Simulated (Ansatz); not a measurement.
C3H9AlO can be A, `C[CH](C)[AlH][OH]`, or B, `C[CH]([AlH2])CO`.

Computed with Ansatz on PBE0-D4/def2-TZVP structures; ΔE is electronic, products minus reactants. CCSD(T)/CBS adds triple-zeta CCSD(T) − MP2 to the extrapolated MP2 energy (def2 sets, frozen cores). DFT in def2-TZVPP. B3LYP here is the variant with VWN-RPA as its local correlation; programs differ in this. Each species was taken in one conformer, which may not be the lowest.

Which is lower in electronic energy at CCSD(T)/CBS, and by how much? (Estimate.)

Ansatz gave: A, by 227.5 kJ/mol.

Give E(B) − E(A) in kJ/mol with CCSD/def2-TZVPP, MP2/def2-TZVPP, HF/def2-TZVPP, r2SCAN-D4, ωB97M-V, B3LYP-D4, PBE-D4. (Estimate.)

Ansatz gave: CCSD/def2-TZVPP 225.7, MP2/def2-TZVPP 234.8, HF/def2-TZVPP 221.2, r2SCAN-D4 227.6, ωB97M-V 223.3, B3LYP-D4 224.8, PBE-D4 217.2. None reverses the order clearly.

Largest T1 diagnostic: 0.011.

In def2-TZVPP, CCSD(T) changes the Hartree–Fock value by +4.2 kJ/mol (the triples alone add −0.3 kJ/mol) and MP2 by +13.5 kJ/mol.
